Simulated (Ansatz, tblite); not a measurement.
Removing an electron: BiCl3. The state is a singlet with charge 0. Geometry: r2SCAN-D4/def2-SVP. Ansatz, gas phase; energy differences of separate SCF runs; the oxidised species was run as a doublet alone.

Cartesian coordinates in Å:
```
Bi 0.180 -0.746 0.441
Cl -2.115 -0.394 -0.398
Cl 1.428 -0.273 -1.635
Cl 0.507 1.413 1.592
```

In the def2 sets Bi takes a core potential; there is no spin–orbit coupling. The xTB rows come from tblite.

```json
{"level": "GFN1-xTB", "−HOMO (eV)": "12.60", "vertical IE (eV)": "14.87", "−LUMO (eV)": "7.56", "HOMO–LUMO gap (eV)": "5.04"}
{"level": "GFN2-xTB", "−HOMO (eV)": "12.01", "vertical IE (eV)": "14.62", "−LUMO (eV)": "7.06", "HOMO–LUMO gap (eV)": "4.95"}
{"level": "PBE-D4/def2-TZVP", "−HOMO (eV)": "7.61", "vertical IE (eV)": "10.32", "−LUMO (eV)": "3.25", "HOMO–LUMO gap (eV)": "4.37"}
{"level": "r2SCAN-D4/def2-TZVP", "−HOMO (eV)": "7.96", "vertical IE (eV)": "10.57", "−LUMO (eV)": "3.11", "HOMO–LUMO gap (eV)": "4.85"}
{"level": "PBE0-D4/def2-TZVP", "−HOMO (eV)": "8.82", "vertical IE (eV)": "10.72", "−LUMO (eV)": "2.55", "HOMO–LUMO gap (eV)": "6.27"}
```

 Raw xTB energy differences between charge states are shifted by several eV; the methods need an empirical correction for them.
